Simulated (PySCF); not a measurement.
oxygen atom (O), triplet. Base run: HF/def2-SV(P) (PySCF).

Here is a job for PySCF.
```python
from pyscf import gto, scf

mol = gto.Mole()
mol.atom = '''
    O     0.000000    0.000000    0.000000
'''
mol.basis = 'def2-sv(p)'
mol.charge = 0
mol.spin = 2
mol.verbose = 3
mol.build()

mf = scf.UHF(mol)
mf.kernel()
```

Variants of this job, named by their change:

```csv
change,ΔE vs base (mEh),fitting functions
base,0.000,-
auxbasis = def2-universal-jkfit,0.039,77
auxbasis = cc-pvdz-jkfit,-0.003,70
auxbasis = autoaux,-0.015,111
auxbasis = def2-svp-ri,-2.424,48
auxbasis = even-tempered beta=2.0,-0.047,121
auxbasis = even-tempered beta=3.0,-0.004,85
auxbasis = cc-pvtz-ri,0.035,81
auxbasis = def2-universal-jfit,1.464,49
auxbasis = cc-pvqz-jkfit,-0.003,106
```

A fitting set is made for a task (jfit for Coulomb, jkfit for Coulomb and exchange, ri for correlation) and for a family of orbital bases.

Open shells are given as the SCF converged; they aren't shown to be the lowest states, and a large step between rows can be another state.
